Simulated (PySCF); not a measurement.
# Bond curve of BeO⁺

Set-up: Be aug-pcseg-1, O aug-pcseg-1; no relativity (PySCF 2.14). Energies in eV from Be⁺ + O in their ground configurations at the same level. State: ²Π (doublet), unpaired electrons π ↑.

All columns are M06. A positive dipole points towards O; it is taken about the centre of mass and depends on that origin.

| R (Å) | E (eV) | μ (D) | Mulliken charge on Be (basis-dependent) | HOMO (eV) | LUMO (eV) | Mayer bond order | ⟨S²⟩ |
| --- | --- | --- | --- | --- | --- | --- | --- |
| 1.244 | -2.865 | -6.67 | 1.15 | -17.77 | -13.46 | 1.37 | 0.75 |
| 1.302 | -3.368 | -6.97 | 1.22 | -17.33 | -13.04 | 1.28 | 0.75 |
| 1.360 | -3.646 | -7.27 | 1.29 | -16.93 | -12.66 | 1.20 | 0.76 |
| 1.404 | -3.743 | -7.48 | 1.33 | -16.64 | -12.38 | 1.14 | 0.76 |
| 1.447 | -3.765 | -7.70 | 1.36 | -16.37 | -12.12 | 1.09 | 0.76 |
| 1.490 | -3.729 | -7.90 | 1.40 | -16.11 | -11.87 | 1.04 | 0.76 |
| 1.548 | -3.610 | -8.17 | 1.43 | -15.79 | -11.99 | 0.98 | 0.76 |
| 1.621 | -3.382 | -8.49 | 1.46 | -15.42 | -12.09 | 0.93 | 0.76 |
| 1.708 | -3.032 | -8.85 | 1.48 | -15.03 | -12.12 | 0.89 | 0.76 |
| 1.823 | -2.500 | -9.27 | 1.47 | -14.59 | -11.96 | 0.88 | 0.77 |

A fit through these points gives, at Re = 1.440 Å, μ = -7.66 D and dμ/dR = -4.86 D/Å; the reduced mass is 5.764 u.

How strong is the fundamental in the double-harmonic approximation, I = 42.26·(dμ/dR)²/μred km/mol?

I = 42.26·(-4.86)²/5.764 = 173 km/mol at M06.

For an ion De counts to the pair picked by the measured ionisation energies or electron affinities, which need not be the lowest pair at this level. The state is the lowest determinant that a PBE0 search found; another state may lie lower at other levels.
